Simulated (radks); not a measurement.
Species: Os+. Configuration: [Xe] 4f14 5d6 6s1. All-electron calculation, Dirac Kohn-Sham, PBEsol, spin-unpolarised, spherical densities, point nucleus; open shells are shared between the two j in proportion to 2j + 1. Program: a radial shooting solver on a logarithmic mesh with Libxc functionals. Some entries of the table are withheld. Estimate them.

orbital  occ.  eigenvalue (eV)  <r> (bohr)
1s1/2       2        -73751.49     0.01773
2s1/2       2        -12841.95     0.07426
2p1/2       2              (1)     0.06131
2p3/2       4              (2)     0.06950
3s1/2       2        -2994.208      0.1934
3p1/2       2        -2749.741      0.1835
3p3/2       4        -2416.003      0.1986
3d3/2       4        -2006.824      0.1735
3d5/2       6        -1934.521      0.1781
4s1/2       2        -637.8643         (3)
4p1/2       2        -535.3647      0.4358
4p3/2       4        -456.8798      0.4694
4d3/2       4        -288.8005      0.4826
4d5/2       6        -274.2650      0.4939
5s1/2       2         -99.4362       1.007
5p1/2       2         -67.8268       1.100
4f5/2       6         -61.4807      0.5526
4f7/2       8         -58.6745      0.5608
5p3/2       4         -55.5574       1.201
5d3/2     2.4         -14.8481       1.716
5d5/2     3.6         -13.7539       1.783
6s1/2       1         -13.1900       2.767

Answer. 
(1) 2p1/2 eigenvalue (eV): -12294.89
(2) 2p3/2 eigenvalue (eV): -10764.32
(3) 4s1/2 <r> (bohr): 0.4318
